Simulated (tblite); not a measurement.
Br3Sn, doublet, geometry from GFN2-xTB (such geometries of metal compounds can be far from the true shape) (the spin is typed, not shown lowest); tblite with IPEA1-xTB.

tblite was given this input:
```
$ tblite run mol.xyz --method ipea1 --charge 0 --spin 1 --json tblite.json --no-restart

# file mol.xyz
4

Sn    -0.30559618     0.27078947     0.55707516
Br    -1.69678763    -1.64465708    -0.53914098
Br     0.10094843     2.02068988    -1.33464601
Br     2.03240517    -0.76287491     1.07796533
```

Task: Write the output that tblite gives for this input, abridged.

Result: 
```
xTB calculator
 | screened Coulomb repulsion
 | Coulomb electrostatics
 |  * isotropic Klopman-Ohno-Mataga-Nishimoto electrostatics
 |  * onsite third-order electrostatics
 | DFT-D3(BJ) dispersion correction

halogen bonding energy    0.0000000000000E+00 Eh
repulsion energy          1.1905976521102E-02 Eh
dispersion energy        -2.3322260236061E-03 Eh
number of electrons       2.5000000000000E+01 e
integral cutoff           4.0000000000000E+01 bohr

------------------------------------------------------------
  cycle        total energy    energy error   density error
------------------------------------------------------------
      1     -14.23674390138  -1.4246318E+01   3.0697027E-01
      2     -14.23974368985  -2.9997885E-03   1.6987180E-01
      3     -14.22354102903   1.6202661E-02   1.4631389E-01
      4     -14.25225015531  -2.8709126E-02   5.2538121E-03
      5     -14.25231157631  -6.1420995E-05   4.5267925E-04
      6     -14.25231136886   2.0744710E-07   3.4824896E-04
      7     -14.25231164650  -2.7763683E-07   5.2276675E-06
------------------------------------------------------------

electronic energy        -1.4261885396993E+01 Eh
total energy             -1.4252311646496E+01 Eh

Post processing:
 | Mayer-Wiberg bond orders

[Info] JSON dump of results written to 'tblite.json'
```
